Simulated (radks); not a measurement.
Spherical quantum dot in the effective-mass picture: electrons in a parabolic well V = omega^2 r^2 / 2 with omega = 0.234, with a point charge +2 (a donor) at the centre, all in effective atomic units (hartree* = m*/eps^2 hartree, bohr* = eps/m* bohr), one dielectric constant everywhere. Calculated with a radial shooting solver with Libxc functionals: non-relativistic Kohn-Sham, LDA (Slater exchange, Perdew-Wang correlation), spin-polarised, spherical densities. Levels are named by radial order and angular momentum (1s, 1p, 1d, 2s, ...), and open shells are averaged over m. Results are scaled to m* = 0.259 and eps = 8.4, for which hartree* = 99.88 meV and bohr* = 1.716 nm. Each electron was tried in the lowest free levels, single moves between levels near the top were tried too, and the lowest total energy was kept; such a search can miss a lower state. At N = 1 the Hartree and exchange-correlation terms need not cancel, so that row can carry a self-interaction error.

N	open shells	2S	E (meV)	addition energy mu(N+1) - mu(N) (meV)	e(HOMO) (meV)	rms radius (nm)
1	1s(up 1, down 0)	1	-191.807	107.1	-148.11	1.504
2	none	0	-276.478	137.6	-50.749	1.844
3	2s(up 1, down 0)	1	-223.559	23.99	63.587	3.645
4	1p(up 1, down 0) 2s(up 1, down 0)	2	-146.653	24.02	89.088	4.328
5	1p(up 2, down 0) 2s(up 1, down 0)	3	-45.7275	22.87	112.56	4.844
6	1p(up 3, down 0) 2s(up 1, down 0)	4	78.0673	24.93	134.83	5.277
7	1p(up 3, down 0)	3	226.787	22.00	157.92	5.708
8	1p(up 3, down 1)	2	397.508	18.69	180.13	6.056
9	1p(up 3, down 2)	1	586.923	18.28	198.63	6.370
10	none	0	794.614	30.61	216.67	6.658
11	1d(up 1, down 0)	1	1032.92	16.04	246.36	6.982
12	1d(up 2, down 0)	2	1287.26	15.79	262.28	7.271
13	1d(up 3, down 0)	3	1557.39	15.53	277.95	7.534
14	1d(up 4, down 0)	4	1843.06	15.27	293.35	7.777
15	1d(up 5, down 0)	5	2144.00	18.18	308.49	8.003
16	1d(up 5, down 1)	4	2463.12	14.39	326.34	8.220
17	1d(up 5, down 2)	3	2796.63	14.23	340.65	8.424
18	1d(up 5, down 3)	2	3144.37	14.06	354.79	8.617
19	1d(up 5, down 4)	1	3506.16	13.88	368.76	8.801
20	none	0	3881.83	23.81	382.55	8.976
21	1f(up 1, down 0)	1	4281.31	13.03	406.02	9.162
22	1f(up 2, down 0)	2	4693.82	12.91	418.99	9.339
23	1f(up 3, down 0)	3	5119.24	12.78	431.83	9.507
24	1f(up 4, down 0)	4	5557.44	12.65	444.55	9.668
25	1f(up 5, down 0)	5	6008.29	12.53	457.14	9.823
26	1f(up 6, down 0)	6	6471.67	12.41	469.61	9.972
27	1f(up 7, down 0)	7	6947.46	12.92	481.95	10.12
28	1f(up 7, down 0) 3s(up 1, down 0)	8	7436.17	14.15	494.83	10.26
29	1f(up 7, down 1) 3s(up 1, down 0)	7	7939.03	11.87	508.81	10.39
30	1f(up 7, down 2) 3s(up 1, down 0)	6	8453.77	11.73	520.64	10.53
31	1f(up 7, down 2)	5	8980.23	11.65	532.38	10.66
32	1f(up 7, down 3)	4	9518.35	-	543.93	10.78

All shells are closed at N = 2, 10, 20 (there: 1s2 1p6 1d10 2s2); the second difference of the energy has clear peaks (12 % above both neighbours; the first and last values, which can be the largest, are not judged, and half-filled shells can peak too) at N = 2, 10, 15, 20.
